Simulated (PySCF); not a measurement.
Ta(2+): excitation energy

Ta(2+) [Xe] 4f14 5d3 (4F) → Ta(2+) [Xe] 4f14 5d2 6p1 (high-spin determinant), as a difference of total energies. All numbers are calculated (PySCF 2.14, scalar relativity through the core potential, in def2-TZVPPD with the def2 core potential (60 electrons) (6s5p3d2f1g, 59 functions)). Correlated levels: valence and next inner shell: nothing frozen outside the core potential. The calculations carry no spin-orbit coupling.

```json
{"method": "UHF", "excitation energy (eV)": "6.874"}
{"method": "MP2 (valence and next inner shell)", "excitation energy (eV)": "7.023"}
{"method": "SCS-MP2 (valence and next inner shell)", "excitation energy (eV)": "6.991"}
{"method": "CCSD (valence and next inner shell)", "excitation energy (eV)": "6.974"}
{"method": "CCSD(T) (valence and next inner shell)", "excitation energy (eV)": "6.949"}
```

Question: How much does correlation contribute at CCSD(T) (valence and next inner shell)?

Answer: 6.949 − (6.874) = 0.075 eV, measured against UHF.

The determinant of the upper state mixes LS terms, which raises its energy above the lowest term, most at the Hartree-Fock and MP2 levels.
